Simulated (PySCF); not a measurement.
CH₉ClO₂Si₃.
Cartesian coordinates in Å at the GFN2-xTB level; atoms count from 1:
```xyz
16
CH9ClO2Si3 angstrom
Si     2.486    0.229    0.998
O      1.279    0.018   -0.063
Si     0.687   -0.041   -1.575
O     -0.804   -0.641   -1.551
C     -1.951   -0.267   -0.829
Si    -1.660   -0.064    1.051
Cl    -3.508    0.106    1.849
H      2.749    1.665    1.095
H      1.957   -0.326    2.241
H      3.665   -0.482    0.507
H      0.756    1.330   -2.074
H      1.365   -1.058   -2.354
H     -2.700   -1.046   -1.021
H     -2.349    0.663   -1.257
H     -1.030   -1.251    1.616
H     -0.950    1.174    1.355
```

Level of theory: TDDFT B3LYP/def2-SVPD, vertical, gas phase, core orbitals frozen in the response in PySCF 2.14.0, density-fitted response routines.

Kohn–Sham orbitals with the atoms that hold most of them (Löwdin shares over 4%, at most four atoms; ? is withheld):

| orbital | ε (eV) | atoms |
| --- | --- | --- |
| LUMO+2 | 0.05 | Si6 35%, Cl7 17%, H16 9%, H15 8% |
| LUMO+1 | -0.09 | Si3 14%, Si6 11%, C5 10%, Si1 10% |
| LUMO | -0.40 | ? |
| HOMO | ? | O4 34%, C5 21%, Cl7 14%, Si6 13% |
| HOMO-1 | -8.32 | ? |
| HOMO-2 | -8.70 | Cl7 49%, Si6 16%, H16 10%, H15 8% |
| HOMO-3 | -8.89 | O2 21%, Cl7 17%, O4 15%, Si1 12% |

Task: Give the leading atoms of the LUMO.

Result: Si1 (bonded to O and 3 H) 27%; Si3 (bonded to 2 O and 2 H) 10%; H10 (bonded to Si) 9%; H8 (bonded to Si) 8%. By element: silicon 37% or more, hydrogen 17% or more.

Task: Which atoms hold the HOMO-1, and with what shares?

Result: O4 (bonded to C and Si) 28%; Si3 (bonded to 2 O and 2 H) 16%; H11 (bonded to Si) 14%; O2 (bonded to 2 Si) 13%. By element: oxygen 41%, silicon 16% or more, hydrogen 14% or more.

Task: What is the HOMO energy, and the HOMO–LUMO gap?

Result: ε(HOMO) = -7.81 eV; the gap is 7.41 eV (0.2724 hartree).

Task: How does S1 compare with the orbital gap of 7.41 eV?

Result: S1 is at 6.57 eV (f = 0.0039), 0.84 eV below the gap, made of HOMO→LUMO (65%), HOMO→LUMO+1 (31%). Without the coupling terms of the response equations the lowest excitation would equal the gap.

Task: Give energy, strength and leading configuration of S4 and S5, and follow the Löwdin shares of the leading atoms from the occupied to the empty orbital.

Result: 
- S4 (7.00 eV, f 0.0033), HOMO-1→LUMO (90%): O4 28% → at most 9%, Si3 16% → 10%, Si1 at most 14% → 27%
- S5 (7.22 eV, f 0.0036), HOMO-1→LUMO+1 (86%): O4 28% → at most 10%, Si3 16% → 14%, Si6 at most 14% → 11%

Löwdin shares depend on the basis, the more so with diffuse functions.

One conformer stands for the species.
